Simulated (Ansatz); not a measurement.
GaH$_{18}$N$_{3}$Si$_{6}$, SMILES `[SiH3][N]([SiH3])[Ga]([N]([SiH3])[SiH3])[N]([SiH3])[SiH3]`, relaxed with RKS PBE-D4/def2-SVP in Ansatz 0.2.0 from a rough embedded geometry. The force threshold is 0.03 eV/Å; the program also tests the step.

Total charge 0; spin multiplicity 1.

Start:

```xyz
28

Si   -0.289   -2.835   -0.518
N     0.418   -1.514    0.403
Si   -0.248   -1.622    2.059
Ga    0.121    0.027   -0.015
N    -0.959    1.392   -0.177
Si   -2.421    0.711   -0.948
Si   -1.473    2.232    1.340
N     1.316    1.100   -0.790
Si    2.690    1.259    0.343
Si    1.855    0.375   -2.294
H    -1.822   -2.677   -0.479
H     0.106   -2.695   -1.939
H     0.002   -4.127   -0.034
H     0.097   -2.898    2.674
H     0.381   -0.541    2.886
H    -1.685   -1.396    2.054
H    -3.038   -0.247   -0.044
H    -2.030    0.024   -2.166
H    -3.371    1.761   -1.258
H    -2.234    1.268    2.216
H    -2.427    3.322    0.992
H    -0.287    2.718    2.047
H     2.274    1.802    1.549
H     3.698    2.116   -0.303
H     3.319   -0.103    0.573
H     2.431   -0.931   -2.070
H     2.852    1.244   -2.892
H     0.724    0.233   -3.209
```

Problem. By how much does the energy fall, and how many steps does the optimiser take? (Estimate.)

Solution. Ansatz gave: 408.85 kJ/mol, in 37 steps.

Problem. Which bonds change most? (Best estimate.)

Solution. Ansatz gave: N2–Ga4 from 1.624 to 1.859 Å; Si9–H23 from 1.386 to 1.504 Å; Ga4–N5 from 1.749 to 1.856 Å; Si1–H13 from 1.410 to 1.507 Å.

Problem. Give the relaxed structure. (Best estimate.)

Solution. The calculation gave: 
```xyz
28

Si    0.697   -3.039   -0.161
N    -0.228   -1.737    0.596
Si   -1.317   -2.112    1.934
Ga   -0.018    0.012    0.000
N    -1.441    1.204    0.040
Si   -3.108    0.619   -0.027
Si   -1.153    2.946    0.141
N     1.645    0.550   -0.635
Si    3.115   -0.117    0.083
Si    1.771    1.698   -1.970
H    -0.205   -4.225   -0.387
H     1.227   -2.552   -1.482
H     1.857   -3.492    0.686
H    -0.569   -2.820    3.035
H    -1.873   -0.823    2.474
H    -2.453   -3.003    1.505
H    -3.848    0.871    1.261
H    -3.092   -0.858   -0.308
H    -3.852    1.323   -1.132
H    -1.926    3.528    1.297
H    -1.589    3.662   -1.111
H     0.315    3.183    0.362
H     2.765   -0.749    1.402
H     4.110    0.993    0.305
H     3.769   -1.155   -0.792
H     2.537    1.093   -3.118
H     2.481    2.962   -1.560
H     0.382    2.036   -2.440
```
